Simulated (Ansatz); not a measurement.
Input for Ansatz (a quantum-chemistry and plane-wave program): R-B3LYP/def2-TZVPP on ClH2NPb (SMILES [NH2][Pb][Cl]), a point of a torsion scan. Elements past Kr take the def2 small-core potentials; no spin–orbit coupling.

Ansatz 0.2 input:
```yaml
crystal:
  periodic: [false, false, false]
  atoms:
    - {symbol: N, position_ang: [-0.83368217, -0.08084010, -0.05545035]}
    - {symbol: Pb, position_ang: [1.15230635, -0.54121570, -0.63632538]}
    - {symbol: Cl, position_ang: [0.95141732, -2.99154906, -0.19099213]}
    - {symbol: H, position_ang: [-1.28080125, 0.82194539, -0.04839456]}
    - {symbol: H, position_ang: [-1.51158894, -0.74975565, 0.27043877]}
basis:
  gaussian:
    orbitals: def2-TZVPP
hamiltonian:
  xc: {name: B3LYP}
scf: {lower_state_search: off}
```

The log:

```
WARN ansatz: RAYON_NUM_THREADS=1 ignored (pool sized by the plan → 1); use --threads N
Functional definition: B3LYP
these checks for a lower state are left out or cut short: stability, starts, cluster_reference, orbital_swaps, neighbouring_geometries, increment
integrals: 0.07 GiB planned
1016 factors; their error is unknown
mean field: 0.58 GiB planned
mean field evaluation 1: about -19287.9040 eV, gradient 7.4e1 eV
mean field evaluation 2: about -19223.0959 eV, gradient 1.5e2 eV
mean field evaluation 4: about -19298.5249 eV, gradient 1.5e1 eV
mean field evaluation 8: about -19298.9905 eV, gradient 1.4e-1 eV
mean field evaluation 16: about -19299.0505 eV, gradient 1.0e-4 eV
mean field -19299.05054983 eV, -709.2270263399 hartree, gradient 7.4e-6 eV, S^2 0.000000; 0 other end points of the search recorded, 0 dependent functions left out
reference -19299.05077756 eV, -709.2270347088 hartree; 24, 24 occupied and 127, 127 virtual orbitals, 1016 factors
Total energy: -19299.05077756 eV, -709.2270347088 hartree
Checks for a lower state left out: stability, starts, cluster_reference, orbital_swaps, neighbouring_geometries, increment
```

The calculation finished and met its thresholds.

Cost: very roughly 4 core-seconds.
